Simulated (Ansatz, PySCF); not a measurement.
The pair A = N2 (SMILES N#N) (first 2 atoms), B = C2H6 (SMILES CC); geometry from B3LYP-D3(BJ)/def2-TZVP.
(charge 0, multiplicity 1):
```xyz
10

N     -0.47720    -0.12635    -0.24761
N      0.60679    -0.23257    -0.30762
C     -0.67206     0.42665     3.44913
C      0.63956    -0.33642     3.28891
H     -1.16518     0.57883     2.48713
H     -0.50698     1.40993     3.89406
H     -1.36890    -0.11368     4.09292
H      0.47592    -1.31938     2.84271
H      1.12901    -0.49014     4.25262
H      1.33904     0.20325     2.64754
```

Frozen-core correlation. Rows in 6-31G* carry no dispersion term and start afresh at each structure (6-31G* with six Cartesian d functions).

Run with Ansatz (Gaussian basis) for Hartree–Fock, density functionals and correlated methods; PySCF for 6-31G* rows. Values without a source in brackets are computed.

Total energies (hartree), monomers frozen at their geometry in the pair:

```
structure                 HF/6-31G*  B3LYP/6-31G*  CCSD(T)/aug-cc-pVDZ
---------------------  ------------  ------------  -------------------
AB                     -188.1716144  -189.3540183         -188.8919152
A in the pair's basis  -108.9439302  -109.5242741         -109.2936444
B in the pair's basis   -79.2286706   -79.8304817          -79.5974772
A                      -108.9434066  -109.5234934         -109.2928487
B                       -79.2285987   -79.8303342          -79.5971368
```

**Question.** Work out the interaction energy without and with the counterpoise correction, and the superposition error, for each level.

**Answer.** 
E(AB) − E(A) − E(B), times 627.509 kcal/mol, with the monomers in their own basis and then in the pair's basis:
- HF/6-31G*: 0.25 uncorrected, 0.62 corrected; the monomers gain 0.37 kcal/mol from borrowed functions
- B3LYP/6-31G*: -0.12 uncorrected, 0.46 corrected; the monomers gain 0.58 kcal/mol from borrowed functions
- CCSD(T)/aug-cc-pVDZ: -1.21 uncorrected, -0.50 corrected; the monomers gain 0.71 kcal/mol from borrowed functions

Ansatz is an electronic-structure program.
